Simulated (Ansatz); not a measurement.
# Relative energy of two structures of FGaHSi3

Structure X: a doublet given by its coordinates. Structure Y: a doublet given by its coordinates. Both are isolated molecules in the gas phase, relaxed with r2SCAN-D4/def2-SVP.

X (Å):

```xyz
6

F    -0.7194    0.0232    0.4760
Ga    0.5245    1.0271    3.6350
Si   -0.3654    1.3141    1.4131
Si    1.8963    1.8507    1.7415
Si    2.8530    1.6407    3.7728
H    -1.2911    2.3975    0.9632
```

Close contacts (Å): F1–Si3 1.63, Ga2–Si3 2.41, Ga2–Si4 2.48, Ga2–Si5 2.41, Si3–Si4 2.35, Si4–Si5 2.26, Si3–H6 1.49.

Y (Å):

```yaml
atoms:
  - { symbol: F, position_ang: [0.2237, -0.8815, 0.2719] }
  - { symbol: Ga, position_ang: [-0.2535, 3.8411, 2.7765] }
  - { symbol: Si, position_ang: [1.2598, 0.2108, 0.9334] }
  - { symbol: Si, position_ang: [0.6609, 1.3078, 2.8377] }
  - { symbol: Si, position_ang: [0.6911, 2.5310, 0.9229] }
  - { symbol: H, position_ang: [0.2653, 1.2341, 4.2811] }
```

Close contacts (Å): F1–Si3 1.64, Ga2–Si4 2.69, Ga2–Si5 2.46, Si3–Si4 2.28, Si3–Si5 2.39, Si4–Si5 2.27, Si4–H6 1.50.

Which of the two would you expect CCSD(T)/def2-SVP electronic energies to favour?

Structure X; the calculation gives E(Y) − E(X) = +53.3 kJ/mol.

Level by level:

```tsv
level	geometry	E(Y) − E(X) (kJ/mol)	departure from the last row (kJ/mol)	job, with rough time for the two
r2SCAN-D4/def2-SVP	r2SCAN-D4/def2-SVP	+39.0	−14.3	optimisation, 87 s
HF/def2-SVP	r2SCAN-D4/def2-SVP	+64.4	+11.1	part of the CCSD(T) run
MP2/def2-SVP	r2SCAN-D4/def2-SVP	+56.0	+2.7	part of the CCSD(T) run
CCSD(T)/def2-SVP	r2SCAN-D4/def2-SVP	+53.3		single point, 84 s
```

None of the levels shown reverses the order. The largest departure from CCSD(T)/def2-SVP is that of r2SCAN-D4/def2-SVP, 14.3 kJ/mol. Levels run at GFN2-xTB geometries aren't shown.

With harmonic frequencies from r2SCAN-D4/def2-SVP (ideal gas, rigid rotor, one conformer each, 298.15 K, 1 atm): on the last row, ΔE + ΔZPE = +48.7, ΔH = +50.3, ΔG = +46.2 kJ/mol.

Open shells are spin-unrestricted, with notable spin contamination under HF/def2-SVP, MP2/def2-SVP, CCSD(T)/def2-SVP. The correlated steps freeze 25 core orbitals; the filled d shell of Ga is correlated, in a basis made for valence electrons. Programs: Ansatz 0.2.0; the last row on 2 threads of Arm Neoverse V2 on a shared host.
